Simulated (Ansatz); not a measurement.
Start from `[F][Zn][CH2][SiH3]` and change one atom or group to get `C[CH2][Zn][F]`.

Ansatz, PBE0-D4/def2-TZVP geometries, multiplicity 1. Each molecule was computed in one conformer, which needn't be the lowest.

Scalar relativity is left out up to krypton.

```tsv
property	`[F][Zn][CH2][SiH3]`
LUMO energy (PBE0/def2-TZVPP) / eV	-0.80
HOMO energy (B3LYP/def2-TZVPP) / eV	-8.40
LUMO energy (B3LYP/def2-TZVPP) / eV	-1.11
LUMO energy (ωB97M-V/def2-TZVPP) / eV	0.75
HOMO–LUMO gap (B3LYP/def2-TZVPP) / eV	7.29
size of the dipole moment (B3LYP/def2-TZVPP) / D	2.63
```

**Question.** Give the same properties after the change, and the shifts. (Best estimate.)

**Answer.** Ansatz gave: 
```tsv
property	`C[CH2][Zn][F]`	shift
LUMO energy (PBE0/def2-TZVPP) / eV	-0.49	0.31
HOMO energy (B3LYP/def2-TZVPP) / eV	-7.92	0.48
LUMO energy (B3LYP/def2-TZVPP) / eV	-0.82	0.29
LUMO energy (ωB97M-V/def2-TZVPP) / eV	1.02	0.27
HOMO–LUMO gap (B3LYP/def2-TZVPP) / eV	7.09	-0.20
size of the dipole moment (B3LYP/def2-TZVPP) / D	3.05	0.42
```

With PBE0 the HOMO rises by 0.51 eV and the LUMO rises by 0.31 eV, so the gap narrows by about 0.20 eV. PBE moves the HOMO by 0.49 eV and ωB97M-V by 0.47 eV. Dipoles are sizes alone; their direction can turn.

B3LYP here is the variant with VWN-RPA as its local correlation; programs differ in this.
